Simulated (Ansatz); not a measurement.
Abridged output of a molecular run in Ansatz:

```
Functional definition: HF
2073 factors; integrals over basis functions are off by at most 1.2e-3 eV
mean field evaluation 1: about -15041.9279 eV, gradient 4.2e1 eV
mean field evaluation 2: about -15042.2615 eV, gradient 4.3e1 eV
mean field evaluation 4: about -15046.1955 eV, gradient 5.4e0 eV
mean field evaluation 8: about -15046.2734 eV, gradient 1.9e-1 eV
mean field -15046.27356620 eV, -552.9403548274 hartree, gradient 2.3e-6 eV, S^2 0.000000; 0 other end points of the search recorded, 0 dependent functions left out
8 core orbitals not correlated: weight in the atoms' cores, before any rotation towards them, 1.000 or more for the frozen orbitals, at most 0.000 for the correlated occupied ones
reference -15046.27356620 eV, -552.9403548274 hartree; 25, 25 occupied and 299, 299 virtual orbitals, 2073 factors
second order -45.15072871 eV of doubles, -0.00000000 eV of singles
cycle   1  -45.04412584 eV  change    1.1e-1 eV  update   1.3e-1
cycle   2  -45.95941652 eV  change   -9.2e-1 eV  update   3.7e-2
cycle   3  -46.17667769 eV  change   -2.2e-1 eV  update   1.7e-2
cycle   4  -46.15595594 eV  change    2.1e-2 eV  update   3.2e-3
cycle   5  -46.15358399 eV  change    2.4e-3 eV  update   1.2e-3
cycle   6  -46.15507016 eV  change   -1.5e-3 eV  update   3.5e-4
cycle   7  -46.15507384 eV  change   -3.7e-6 eV  update   1.3e-4
cycle   8  -46.15494459 eV  change    1.3e-4 eV  update   3.9e-5
cycle   9  -46.15493219 eV  change    1.2e-5 eV  update   1.4e-5
perturbative correction -1.54566087 eV, -0.0568019893 hartree
Total energy: -15093.97415927 eV, -554.6933192899 hartree
```

Its atoms:

```xyz
14

F    -0.405    0.364   -2.962
C    -0.878    0.066   -1.704
C     0.231    0.210   -0.697
F     0.544    1.550   -0.551
C    -0.135   -0.385    0.646
F    -1.409    0.015    1.008
C     0.836    0.011    1.727
F     0.626   -0.763    2.845
H    -1.696    0.749   -1.466
H    -1.251   -0.963   -1.708
H     1.129   -0.293   -1.074
H    -0.151   -1.477    0.556
H     0.696    1.060    1.995
H     1.864   -0.145    1.385
```

(1) Which basis set was used?
A. def2-TZVPPD
B. def2-QZVPP
C. def2-TZVPP
D. cc-pV(D+d)Z

(2) Write the keys of the input that set method, charge and spin (a neutral closed shell needs none for the last two).

## Answers

(1) C. It gives 332 functions.

(2) 
```yaml
correlation: {method: ccsd_t}
```
